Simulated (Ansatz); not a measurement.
`F[SiH2][S][GeH3]` → `[F][GeH2][SiH2]S`  (isomerisation)

Program: Ansatz. Geometries: PBE0-D4/def2-TZVP. ΔE: electronic, gas phase. CCSD(T)/CBS is the MP2 limit (def2-TZVPP, def2-QZVPP) plus CCSD(T) − MP2 in def2-TZVPP, frozen cores. Functionals use def2-TZVPP. B3LYP here is the variant with VWN-RPA as its local correlation; programs differ in this. For Ge outer-core shells are correlated without core-valence functions, which leaves a few kJ/mol of doubt a bond. Scalar relativity is left out up to krypton. Each species was taken in one conformer, which may not be the lowest.

CCSD(T)/CBS gives +129.9 kJ/mol.

Problem. Another level gave +127.0 kJ/mol. Which?
A. B3LYP-D4/def2-TZVPP
B. CCSD/def2-TZVPP
C. PBE/def2-TZVPP
D. MP2/def2-TZVPP

Solution. B. CCSD/def2-TZVPP 127.0, MP2/def2-TZVPP 136.0, PBE 109.6, B3LYP-D4 121.0 kJ/mol.

Largest T1 diagnostic among the species: 0.012.

From PBE to PBE0 (25 % exact exchange), in def2-TZVPP and without D4, ΔE moves by +8.0 kJ/mol.

CCSD(T)/CBS has its own doubt, a few kJ/mol and more with outer-core shells, so smaller differences from it don't rank the levels.
